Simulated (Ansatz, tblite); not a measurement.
Cost and result up the ladder for 1-ethyl-3-methylimidazolium tetrafluoroborate, `CCn1cc[n+](C)c1.F[B-](F)(F)F` (24 atoms). Charge 0, multiplicity 1. Geometry: PBE-D4/def2-SVP.

```xyz
24

C    -0.9923    2.8723    0.6841
C    -0.9011    1.4031    1.0798
N    -0.8010    0.5089   -0.0848
C    -1.8334    0.0378   -0.8777
C    -1.2839   -0.8703   -1.7523
N     0.0719   -0.9357   -1.4658
C     1.0598   -1.8330   -2.0605
C     0.3402   -0.0931   -0.4541
H    -1.0628    3.4958    1.5967
H    -1.8833    3.0836    0.0579
H    -0.0895    3.1918    0.1262
H    -0.0050    1.1847    1.6940
H    -1.7860    1.0740    1.6596
H    -2.8681    0.3680   -0.7474
H    -1.7447   -1.4821   -2.5330
H     1.8300   -2.0314   -1.2905
H     1.5089   -1.3770   -2.9644
H     0.5641   -2.7821   -2.3332
H     1.3074    0.0437    0.0558
F     2.2911   -1.6939    3.1063
B     1.7219   -1.2005    1.9580
F     2.2811   -1.8025    0.7843
F     0.3161   -1.3883    1.9265
F     1.9586    0.2263    1.8347
```

Ansatz on 4 threads of Arm Neoverse V1 on a shared host; xTB runs through tblite on one thread. Times are rough, summed over both states, and most runs start from the orbitals of an earlier one. PBE0-D4/def2-TZVP serves as the yardstick here, not as an exact answer. The other state is a doublet.

The xTB rows come from tblite. HOMO above LUMO, or a gap near zero within one spin, warns that the state may not be the lowest or that an electron is smeared out.

Run but left out: LDA (SPW92)/def2-TZVP (charge +1 doublet: an occupied level 0.02 eV above an empty one).

Raw xTB energies of ions are shifted by several eV.

```
                         level  functions  wall time  vertical IE (eV)  difference from PBE0-D4/def2-TZVP (eV)                                     remarks
                      GFN2-xTB         63    0.038 s             14.31                                    4.21                                           –
                      GFN1-xTB         74    0.051 s             14.93                                    4.83                                           –
PBE-D4/def2-TZVP (with forces)        469       81 s              9.53                                   -0.57  gap within one spin near zero (+1 doublet)
             PBE0-D4/def2-TZVP        469    1.8 min             10.10                                    0.00                                           –
```
